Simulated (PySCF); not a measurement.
**Spin-orbit coupling and the second ionisation energy along the 5p block**

Two-component X2C-1e calculated with PySCF 2.14: MP2 on generalised Hartree-Fock spinors (GMP2), with spin-orbit coupling off and on (screened by Boettger's factors); no Breit or QED terms. Values in eV; the references (NIST) lie between the lowest levels. Elements whose determinants are no pure J levels are left out.

| element | configurations | spin-free | with spin-orbit | shift | reference |
| --- | --- | --- | --- | --- | --- |
| In (x2c-QZVPPall-2c, [Ar] 3d10 frozen) | [Kr] 4d10 5s2 → [Kr] 4d10 5s1 | 18.904 | 18.907 | 0.003 | 18.870 |
| Sn (x2c-QZVPPall-2c, [Ar] 3d10 frozen) | [Kr] 4d10 5s2 5p1 → [Kr] 4d10 5s2 | 14.112 | 14.483 | 0.371 | 14.633 |
| I (x2c-QZVPPall-2c, [Ar] 3d10 frozen) | [Kr] 4d10 5s2 5p4 → [Kr] 4d10 5s2 5p3 | 18.576 | 18.896 | 0.320 | 19.131 |
| Xe (x2c-QZVPPall-2c, [Ar] 3d10 frozen) | [Kr] 4d10 5s2 5p5 → [Kr] 4d10 5s2 5p4 | 21.081 | 20.836 | -0.245 | 20.975 (s) |

The largest shift is at Sn, 0.371 eV, where spin-orbit coupling lowers the species with more electrons by more than the one with fewer (starting occupations 5p1/2^1 and closed).

What remains against the references is mostly the basis and correlation beyond MP2. References marked (s) are semi-empirical, (t) theoretical.
